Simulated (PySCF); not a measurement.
Compound: Sn(vinyl)H3, C₂H₆Sn.
Bonds: Sn1–C2, C2–C3. Hydrogens: H7, H8, H9 on Sn1; H4 on C2; H5, H6 on C3.

Method used: PBE0-D3(BJ)/def2-SVP geometry optimisation, gas phase, def2 core potentials past Kr (PySCF 2.14.0).

(1) What internal coordinates does the optimisation give?

Answers

(1) 
```json
{"bond": "Sn1–C2", "length (bohr)": "4.048"}
{"bond": "Sn1–H7, Sn1–H8, Sn1–H9", "length (bohr)": "3.241"}
{"bond": "C2–C3", "length (bohr)": "2.523"}
{"bond": "C2–H4", "length (bohr)": "2.074"}
{"bond": "C3–H5", "length (bohr)": "2.071"}
{"bond": "C3–H6", "length (bohr)": "2.073"}
```

Bonds in one row agree within 0.02 bohr and their mean is given. A selection of angles:
```json
{"angle": "C2–Sn1–H7", "degrees": "110.2"}
{"angle": "H7–Sn1–H8", "degrees": "109.2"}
{"angle": "Sn1–C2–C3", "degrees": "123.7"}
{"angle": "Sn1–C2–H4", "degrees": "117.6"}
{"angle": "C3–C2–H4", "degrees": "118.7"}
{"angle": "C2–C3–H5", "degrees": "122.7"}
{"angle": "C2–C3–H6", "degrees": "121.7"}
{"angle": "H5–C3–H6", "degrees": "115.6"}
```

Sn1 (tin bonded to C and 3 H) is tetrahedral (angles from 108.9° to 110.2°).

Point group: near Cs, missed by 0.10 Å at most; the miss may be what the optimiser left on a soft mode. No PBE0-D3(BJ)/def2-SVP frequencies stand behind this structure, so it isn't proved a minimum. The numbers are those of one conformer (Sn1–C2–C3–H 0° and 180°).

The run took 25 s on one thread of an Arm Neoverse N1, shared host with 64 logical CPUs at a one-minute load of 10, and the process peaked at 0.33 GiB of memory. These figures are those of the optimisation.
